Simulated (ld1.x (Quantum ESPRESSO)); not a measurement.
**S: one change to a TM potential, before and after**

| Quantity | Value |
| --- | --- |
| Element | S (Z = 16) |
| Generator | ld1.x (Quantum ESPRESSO) 7.5 |
| Type | norm-conserving Troullier–Martins (Kleinman–Bylander form) |
| Functional | BP86 |
| Relativity | fully relativistic |
| Frozen core | [Ne] |
| Valence charge | 6 |
| Reference configuration | 3s1 3p5 |
| Partial waves | 3p (bound): rc 1.60 bohr; 3s (bound): rc 1.00 bohr |
| Local potential | the s channel |
| Core correction | none |

Open shells are filled in proportion to 2j + 1 (rel_dist='average').

All-electron outer shells of the reference configuration (BP86, scalar-relativistic, ld1.x):

| shell | level (eV) | outermost node (bohr) | outermost maximum (bohr) |
| --- | --- | --- | --- |
| 2s | -213.35 | 0.13 | 0.39 |
| 2p | -158.12 | – | 0.33 |
| 3s | -18.03 | 0.60 | 1.40 |
| 3p | -7.66 | 0.58 | 1.59 |

Change: functional PBE.

Cutoffs: the cutoffs (Ry, on a coarse ladder) from which the occupation-weighted sum of valence levels, in a spherical-Bessel basis at the reference potential, stays within 10 and 1 mRy of its value at 400 Ry; they do not see the model core or the augmentation charge, which bear on the density cutoff. Errors are all-electron minus pseudo energies relative to the spin-unpolarised reference configuration.

Q: Predict the effect on cutoff, ghosts and configuration errors.

A: The potential gets neither clearly harder nor softer (70 Ry and 200 Ry → 70 Ry and 180 Ry); the errors of the 7 common tests hardly move; neither file shows a bound ghost.

| quantity | base | changed |
| --- | --- | --- |
| cutoff, loose | 70 Ry | 70 Ry |
| cutoff, tight | 200 Ry | 180 Ry |
| bound ghosts | none | none |
| error for 3s2 3p4, meV [ΔE -10.32 → -10.31 eV] | +32 | +31 |
| error for 3s2 3p3, meV [ΔE 1.55 → 1.46 eV] | +50 | +48 |
| error for 3s2 3p2, meV [ΔE 23.92 → 23.74 eV] | +110 | +102 |
| error for 3s2 3p3.5, meV [ΔE -5.61 → -5.65 eV] | +38 | +36 |
| error for 3s2 3p1, meV [ΔE 58.07 → 57.78 eV] | +260 | +238 |
| error for 3s0 3p6, meV [ΔE 10.44 → 10.43 eV] | +77 | +71 |
| error for 3s2 3p0, meV [ΔE 105.00 → 104.58 eV] | +591 | +537 |
| s: phases at 1.75 bohr within 0.05 rad from the reference energy up to (Ry; the scan ends near 5) | 2.4 | 2.5 |
| p1/2: phases at 1.75 bohr within 0.05 rad from the reference energy up to (Ry; the scan ends near 5) | 4.6 | 4.6 |
| p3/2: phases at 1.75 bohr within 0.05 rad from the reference energy up to (Ry; the scan ends near 5) | 4.5 | 4.5 |
